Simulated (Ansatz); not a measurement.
Reaction (ligand exchange at a Zr–N bond): `CC(C)[NH][Zr]([Cl])([Cl])[Cl]` + HCl → `[Cl][Zr]([Cl])([Cl])[Cl]` + `CC(C)N`

Calculated with Ansatz (gas phase, PBE0-D4/def2-TZVP geometries, no zero-point term in ΔE). CBS: MP2 limit from def2 TZ/QZ plus the TZ coupled-cluster correction, frozen cores. This one scheme is used for every species. Functionals use def2-TZVPP. Elements past krypton have def2 core potentials. For Zr outer-core shells are correlated without core-valence functions, which leaves a few kJ/mol of doubt a bond. One conformer a species, not always the lowest.

Question: Is it downhill or uphill in electronic energy at CCSD(T)/CBS, and by how much? (An estimate is asked.)

Answer: The calculation gave: Downhill: ΔE = -16.3 kcal/mol.

Question: What do these levels give: LDA (SPW92), PBE0-D4, BHLYP-D4, BLYP, r2SCANh, CCSD(T)/def2-TZVPP? (Best estimate.)

Answer: Computed: LDA (SPW92) -16.4, PBE0-D4 -17.5, BHLYP-D4 -17.8, BLYP -20.6, r2SCANh -19.3, CCSD(T)/def2-TZVPP -15.0 kcal/mol.

Question: What do rigid-rotor, harmonic-oscillator terms from PBE0-D4/def2-TZVP frequencies (298.15 K, 1 bar) make of the CCSD(T)/CBS value? (An estimate is asked.)

Answer: Ansatz gave: ΔZPE = +3.4 kcal/mol, ΔH = -13.9 kcal/mol, ΔS = -3 J/(mol·K), ΔG = -13.7 kcal/mol. Modes under 50 cm⁻¹ make the entropy rough.

Largest T1 diagnostic among the species: 0.015.

In def2-TZVPP, CCSD(T) changes the Hartree–Fock value by +7.5 kcal/mol (the triples alone add +0.7 kcal/mol) and MP2 by +7.6 kcal/mol. Leaving LDA and LC-ωPBE aside and taking each functional with its dispersion term where it has one, the values, not all of them listed here, spread over 3.0 kcal/mol, from B97M-V to revPBE-D4. LDA lies +3.0 kcal/mol from PBE without D4. At CCSD(T), def2-SVP lies +2.6 kcal/mol from the extrapolated value and def2-TZVPP +1.3 kcal/mol.
